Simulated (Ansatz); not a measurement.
# Molecular dynamics of H$_{14}$CO$_{7}$

input.yaml

```yaml
accuracy: low
crystal:
  lattice:
    - [5.777, 0.0, 0.0]
    - [0.0, 5.777, 0.0]
    - [0.0, 0.0, 5.777]
  atoms:
    - { symbol: O, position: [0.08281779, 0.80436896, 0.56806401] }
    - { symbol: H, position: [0.09686818, 0.96241852, 0.50883992] }
    - { symbol: H, position: [0.21023483, 0.77859257, 0.67701504] }
    - { symbol: O, position: [0.25308886, 0.80486923, 0.09624018] }
    - { symbol: H, position: [0.40844353, 0.79531531, 0.03399413] }
    - { symbol: H, position: [0.23686679, 0.64787322, 0.1427083] }
    - { symbol: O, position: [1.08539819, 0.41869394, 0.34380497] }
    - { symbol: H, position: [1.04929705, 0.5739454, 0.41278512] }
    - { symbol: H, position: [0.98202452, 0.30740698, 0.41558732] }
    - { symbol: O, position: [0.88870932, 0.28795599, 0.89004696] }
    - { symbol: H, position: [0.94516412, 0.31900825, 1.04530773] }
    - { symbol: H, position: [1.04024161, 0.26620432, 0.83040578] }
    - { symbol: O, position: [0.401154, 0.27322742, 0.77735005] }
    - { symbol: H, position: [0.5245338, 0.17037319, 0.80731902] }
    - { symbol: H, position: [0.46270288, 0.41417399, 0.70531497] }
    - { symbol: O, position: [0.67251783, 0.7361704, 0.83828742] }
    - { symbol: H, position: [0.76962379, 0.83520979, 0.75231747] }
    - { symbol: H, position: [0.77618742, 0.61336237, 0.89649732] }
    - { symbol: O, position: [0.74391117, 0.06990831, 0.41383512] }
    - { symbol: C, position: [0.57830556, 0.15507287, 0.32162929] }
    - { symbol: H, position: [0.40778945, 0.0574944, 0.292208] }
    - { symbol: H, position: [0.56210039, 0.33944183, 0.28934728] }
basis:
  ecutwfc: 420.0
kpoints:
  mp_grid: { grid: [1, 1, 1] }
hamiltonian:
  xc: pbe
  dispersion: d3bj
scf:
  occupations: { method: fermi_dirac, width: 0.05 }
  lower_state_search: "off"
md:
  timestep: 0.5
  n_steps: 400
  ensemble: nve
  temperature: 350.0
  initial_velocities: maxwell_boltzmann
  seed: 602292
```

Command:

```bash
$ ansatz run input.yaml --threads 1 --pin off --max-ram 3072MiB --backend cpu --events-out ev --progress --plain --runs-dir out
```

It goes on from the last frame of an earlier run, with new velocities.

Output, in part (step lines):

```
md step     0: t =     0.00 fs  T =   350.0 K  F+E_penalty+E_count = -4446.48424761 eV  E_kin = 0.950061 eV  conserved = -4445.53418662 eV  (9 SCF iters)
md step     1: t =     0.50 fs  T =   355.2 K  F+E_penalty+E_count = -4446.49833669 eV  E_kin = 0.964044 eV  conserved = -4445.53429300 eV  (8 SCF iters)
md step     2: t =     1.00 fs  T =   355.1 K  F+E_penalty+E_count = -4446.49799360 eV  E_kin = 0.963774 eV  conserved = -4445.53421942 eV  (8 SCF iters)
md step     3: t =     1.50 fs  T =   350.0 K  F+E_penalty+E_count = -4446.48401602 eV  E_kin = 0.950051 eV  conserved = -4445.53396503 eV  (8 SCF iters)
md step     4: t =     2.00 fs  T =   341.4 K  F+E_penalty+E_count = -4446.46027594 eV  E_kin = 0.926761 eV  conserved = -4445.53351452 eV  (8 SCF iters)
md step     5: t =     2.50 fs  T =   331.8 K  F+E_penalty+E_count = -4446.43371546 eV  E_kin = 0.900765 eV  conserved = -4445.53294996 eV  (5 SCF iters)
md step     6: t =     3.00 fs  T =   324.3 K  F+E_penalty+E_count = -4446.41291123 eV  E_kin = 0.880430 eV  conserved = -4445.53248160 eV  (4 SCF iters)
md step     7: t =     3.50 fs  T =   321.4 K  F+E_penalty+E_count = -4446.40486315 eV  E_kin = 0.872541 eV  conserved = -4445.53232235 eV  (4 SCF iters)
[... lines left out ...]
md step   400: t =   200.00 fs  T =   415.3 K  F+E_penalty+E_count = -4446.65977232 eV  E_kin = 1.127311 eV  conserved = -4445.53246152 eV  (8 SCF iters)
```

The steps, from the saved trajectory:

```tsv
time (fs)	T (K)	potential energy less start (eV)	conserved less start (meV/atom)
0.0	350	0.000	0.00
6.5	349	0.003	0.04
13.0	334	0.046	0.11
19.5	439	-0.241	0.03
26.0	400	-0.133	0.08
32.5	430	-0.217	-0.03
39.0	333	0.049	0.10
45.5	346	0.013	0.02
52.0	426	-0.205	0.03
58.5	399	-0.132	0.07
65.0	423	-0.196	0.11
71.5	443	-0.255	-0.06
78.0	390	-0.110	0.01
84.5	399	-0.132	0.12
91.0	393	-0.117	-0.03
97.5	415	-0.176	0.07
104.0	439	-0.241	0.03
110.5	407	-0.154	0.05
117.0	377	-0.073	0.06
123.5	383	-0.089	0.03
130.0	426	-0.206	0.00
136.5	432	-0.221	0.08
143.0	465	-0.312	0.05
149.5	425	-0.203	0.01
156.0	366	-0.043	0.06
162.5	388	-0.102	0.10
169.0	394	-0.118	0.03
175.5	340	0.028	0.03
182.0	381	-0.081	0.14
188.5	358	-0.020	0.07
195.0	385	-0.094	0.00
```

All steps were run. The conserved energy stayed within 0.16 meV per atom of its start (net change 0.078 meV per atom), so the integration is sound. A run of 0.2 ps of so small a system gives no equilibrium averages. Limits of this set-up: coarse k mesh, low accuracy level.

Mean squared displacements from the first frame to the last, about the centre of mass: O 0.88 Å², H 0.96 Å², C 0.07 Å².

Last frame:

```xyz
22
Lattice="5.7770 0.0000 0.0000 0.0000 5.7770 0.0000 0.0000 0.0000 5.7770" Properties=species:S:1:pos:R:3
O 0.267 5.089 4.492
H 0.747 5.841 4.198
H 0.935 4.601 5.149
O 2.249 4.272 0.284
H 3.005 3.782 -0.079
H 1.876 3.864 1.089
O 6.279 3.180 2.174
H 6.276 3.763 2.961
H 5.790 2.360 2.411
O 5.139 1.994 5.484
H 5.789 2.475 6.003
H 5.438 1.092 5.270
O 2.151 1.334 4.444
H 3.095 1.391 4.516
H 2.028 2.233 4.158
O 3.323 3.579 3.542
H 3.509 4.279 2.847
H 4.158 3.502 3.993
O 4.268 0.017 2.117
C 3.565 0.998 1.955
H 2.417 0.832 1.916
H 3.897 2.028 1.929
```

Time of the run: 6.5 min on 1 thread of Intel(R) Xeon(R) Processor @ 2.70GHz, with other jobs on the host, peak memory 0.34 GiB.
